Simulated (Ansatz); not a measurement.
**Which is lower?**

The two ends of one reaction step of CH8GeO, singlet (PBE0-D4/def2-TZVP).

A:

```
11
angstrom
Ge -0.5507 1.6172 1.0321
O 0.8339 -0.3464 -1.0677
C 0.2003 -1.5947 -0.8936
H -1.6345 1.0494 0.1098
H 0.4616 2.4464 0.2354
H -1.2182 2.5238 2.0832
H 1.7183 -0.3980 -0.6988
H 0.1630 0.4758 1.7716
H -0.7957 -1.5100 -1.3289
H 0.0897 -1.8599 0.1650
H 0.7322 -2.4035 -1.4080
```

B:

```xyz
11
angstrom
Ge -1.1333 1.2614 0.1091
O 0.2020 0.0860 0.0324
C -0.1012 -1.2340 -0.3461
H -1.7805 1.3701 -1.2855
H -0.4759 2.5730 0.5443
H -2.1742 0.7647 1.1317
H 2.6205 0.0645 0.5231
H 3.3467 -0.0759 0.6377
H -0.5229 -1.2874 -1.3588
H -0.8079 -1.7113 0.3462
H 0.8266 -1.8111 -0.3344
```

Computed with Ansatz 0.2.0 (basis: def2-TZVPP); correlated methods freeze the cores. Filled d shells of the heavier atoms are correlated. The def2 sets are not built for correlating such inner shells, so the correlated values are less sure here. B3LYP uses VWN-RPA correlation.

Which structure is lower at CCSD(T), and by how much? (To be estimated.)

The calculation gives: A, by 0.87 kcal/mol (electronic energy, against the other); a gap this small isn't resolved in one triple-zeta basis. By their contacts, A is a complex of CH₄O ([CH3][OH]) + GeH₄ and B is a complex of CH₆GeO ([CH3][O][GeH3]) + H₂.

Do the other methods give the same order? (Judge from chemistry; the calculation decides.)

Computed: Not all: BLYP-D4, MP2 give the other order.

```csv
method,E(B) − E(A) (kcal/mol)
SPW92,3.34
PBE-D4,1.67
BLYP-D4,-0.21
r2SCAN-D4,0.89
B97M-V,2.03
PBE0-D4,2.62
B3LYP-D4,0.92
r2SCAN0-D4,1.94
BHLYP-D4,1.61
CAM-B3LYP-D4,1.43
wB97X-V,1.23
wB97M-V,1.73
B2PLYP,0.43
PBE-QIDH,1.53
RPA on PBE,0.61
HF,2.30
MP2,-0.82
CCSD,1.63
CCSD(T),0.87
```

The T1 diagnostic stays at or below 0.012.

Labels in which every atom is bracketed show which atoms are joined, not bond orders.

For scale, one of the runs: CCSD(T)/def2-TZVPP, 222 basis functions, launched by `ansatz run in.yaml --threads 4 --pin off --events-out ev --progress --plain --max-ram 9574MiB`. Hardware: 4 CPU threads of an Arm Neoverse V1, shared host. Wall time 110 s; peak host memory 3.6 GiB.
